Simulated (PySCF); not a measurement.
Isomers of C3H9NSi2, one GFN2-xTB conformer each. Single-point energies are computed at PBE0/pcSseg-1 (PySCF, gas phase, no added dispersion term), electronic only.

| SMILES | GFN2-xTB relative energy (kcal/mol) |
| --- | --- |
| N[Si@H]1C=CC[SiH2]1 | 0.0 |
| N#CCC([SiH3])[SiH3] | 4.0 |
| CC#C[Si@@H](N)[SiH3] | 13.7 |
| C[SiH2]C[SiH2]C#N | 15.4 |

Conformers: `[NH2:1][Si@H:2]1[CH:3]=[CH:4][CH2:5][SiH2:6]1` with H–N1–Si2–C3 -66° and 71°; `[N:1]#[C:2][CH2:3][CH:4]([SiH3:5])[SiH3:6]` with C2–C3–C4–Si5 -167°; `[CH3:1][C:2]#[C:3][Si@@H:4]([NH2:5])[SiH3:6]` with C3–Si4–N5–H -60° and 77°; `[CH3:1][SiH2:2][CH2:3][SiH2:4][C:5]#[N:6]` with C1–Si2–C3–Si4 69°, Si2–C3–Si4–C5 -64°.

Problem. What does PBE0/pcSseg-1 give for the same structures?

Solution. 
| SMILES | PBE0/pcSseg-1 E (Eh) | PBE0/pcSseg-1 (kcal/mol) | GFN2-xTB (kcal/mol) | point group |
| --- | --- | --- | --- | --- |
| N[Si@H]1C=CC[SiH2]1 | -752.98479 | 0.0 | 0.0 | C1 |
| C[SiH2]C[SiH2]C#N | -752.98145 | 2.1 | 15.4 | C1 |
| CC#C[Si@@H](N)[SiH3] | -752.94225 | 26.7 | 13.7 | C1 |
| N#CCC([SiH3])[SiH3] | -752.94054 | 27.8 | 4.0 | C1 |

Both levels put the same isomer lowest; measured from each level's own lowest isomer, the values differ by up to 23.8 kcal/mol (N#CCC([SiH3])[SiH3]: 4.0 against 27.8). As drawn, the lowest has an N–H bond, an Si–Si bond and a C=C bond outside aromatic rings, which the highest lacks; the highest has a C≡N group, which the lowest lacks. Neighbours under 2.5 kcal/mol apart (N[Si@H]1C=CC[SiH2]1 and C[SiH2]C[SiH2]C#N; CC#C[Si@@H](N)[SiH3] and N#CCC([SiH3])[SiH3]) can change places with a better method, another conformer or zero-point energy.

Problem. Which frontier levels, dipoles and rotational constants go with these structures?

Solution. 
| SMILES | HOMO (eV, PBE0/pcSseg-1) | LUMO (eV) | dipole (D) | A, B, C (MHz) |
| --- | --- | --- | --- | --- |
| N[Si@H]1C=CC[SiH2]1 | -6.97 | -0.37 | 1.45 | 3333, 2000, 1412 |
| C[SiH2]C[SiH2]C#N | -9.00 | -0.44 | 3.44 | 2885, 1529, 1072 |
| CC#C[Si@@H](N)[SiH3] | -7.28 | -0.25 | 2.24 | 3382, 1057, 862.5 |
| N#CCC([SiH3])[SiH3] | -8.86 | -0.14 | 3.51 | 3117, 1433, 1046 |
